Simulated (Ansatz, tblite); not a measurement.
Cost and result up the ladder for Sn₂Se⁺ (the lowest doublet isomer of a short search) (3 atoms). Total charge 1; doublet. Geometry: r2SCAN-D4/def2-TZVP.

```
atom    x (Å)    y (Å)    z (Å)
 Sn1   1.4237  -0.6358   0.7196
 Sn2  -1.6496   0.0955   0.4676
 Se3   0.2259   0.5403  -1.1872
```

Ansatz on 4 threads of Arm Neoverse V2 on a shared host; xTB runs through tblite on one thread. Times are rough, summed over both states, and most runs start from the orbitals of an earlier one. PBE-QIDH/def2-TZVP serves as the yardstick here, not as an exact answer. Differences are given only for rows in sets of like size (and for xTB, whose basis is part of the method), since another set adds its own error. The other state is a quartet at its own geometry.

In the def2 sets Sn takes a core potential; there is no spin–orbit coupling. The xTB rows come from tblite. Correlated methods freeze 17 core orbitals; core or outer-core shells of Sn, Se are correlated, in sets that lack core-valence functions. The rows differ in basis, and correlated rows in double-zeta sets carry the largest basis error. The structure comes from a short search, and lower isomers may exist.

Correlated methods converge slowly with the basis, most of all in double-zeta sets (MP2 moves by 0.15 eV from def2-SVP to def2-TZVP here).

xTB has no spin-polarisation term.

```tsv
level	functions	wall time	quartet − doublet (eV)	difference from PBE-QIDH/def2-TZVP (eV)
GFN1-xTB	27	0.004 s	2.69	0.51
GFN2-xTB	27	0.005 s	2.30	0.13
PBE-D4/def2-TZVP	148	5 s	2.10	-0.08
BLYP-D4/def2-TZVP	148	5.3 s	2.09	-0.09
HF/def2-TZVP	148	5.5 s	1.44	-0.73
MP2/def2-TZVP	148	7 s	2.35	0.18
PBE0-D4/def2-TZVP (with forces)	148	8.8 s	2.05	-0.12
RPA@PBE/def2-TZVP	148	9.7 s	2.00	-0.17
CCSD(T)/def2-SVP	84	11 s	2.03	–
PBE-QIDH/def2-TZVP	148	12 s	2.17	0.00
r2SCAN-D4/def2-TZVP	148	13 s	2.03	-0.15
r2SCANh-D4/def2-TZVP	148	20 s	2.01	-0.17
ωB97X-V/def2-TZVP	148	24 s	2.23	0.05
```
